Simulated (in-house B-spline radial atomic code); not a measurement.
## Ionising neutral zinc with different functionals

Computed with a radial B-spline atomic code at the basis-set limit: non-relativistic Hamiltonian, point nucleus, spin-polarised at highest spin, spherical fractional occupations for the functionals, and exact exchange of hybrids averaged over the configuration. The ionisation energy is the difference of two self-consistent energies, [Ar] 3d10 4s2 → [Ar] 3d10 4s1, without Breit or QED terms; ε is the level of the shell that loses the electron (its least bound occupied spin orbital).

```json
{"method": "PBE0", "rung": "global hybrid", "ΔSCF (eV)": "9.07", "-ε(4s) (eV)": "6.54"}
{"method": "B3LYP", "rung": "global hybrid", "ΔSCF (eV)": "9.41", "-ε(4s) (eV)": "6.53"}
{"method": "TPSSh", "rung": "global hybrid", "ΔSCF (eV)": "?", "-ε(4s) (eV)": "?"}
{"method": "M06-2X", "rung": "global hybrid", "ΔSCF (eV)": "9.09", "-ε(4s) (eV)": "6.81"}
{"method": "BHandHLYP", "rung": "global hybrid", "ΔSCF (eV)": "8.96", "-ε(4s) (eV)": "7.24"}
{"method": "r2SCAN0", "rung": "global hybrid", "ΔSCF (eV)": "8.99", "-ε(4s) (eV)": "6.73"}
{"method": "B97-1", "rung": "global hybrid", "ΔSCF (eV)": "9.31", "-ε(4s) (eV)": "6.36"}
{"method": "HSE06", "rung": "range-separated hybrid", "ΔSCF (eV)": "9.12", "-ε(4s) (eV)": "6.23"}
{"method": "wB97X", "rung": "range-separated hybrid", "ΔSCF (eV)": "?", "-ε(4s) (eV)": "?"}
{"method": "CAM-B3LYP", "rung": "range-separated hybrid", "ΔSCF (eV)": "9.32", "-ε(4s) (eV)": "7.85"}
{"method": "LC-wPBE", "rung": "range-separated hybrid", "ΔSCF (eV)": "8.92", "-ε(4s) (eV)": "8.91"}
```

What does TPSSh give?

ΔSCF 9.05 eV, and -ε(4s) = 6.09 eV.

What does wB97X give?

ΔSCF 9.40 eV, and -ε(4s) = 8.80 eV.

Among the functionals, which spreads more, the ΔSCF values or the orbital energies?

The orbital energies: ΔSCF values span about 0.48 eV and the orbital energies 2.82 eV; here energy differences depend much less on the functional than eigenvalues do.

How do they compare with the NIST value?

NIST lists 9.394 eV (measured, ground level to ground level). Errors run from -0.47 to +0.01 eV; wB97X is closest (+0.01 eV), but part of that can be cancellation, since the calculations leave out relativity, Breit-QED terms.
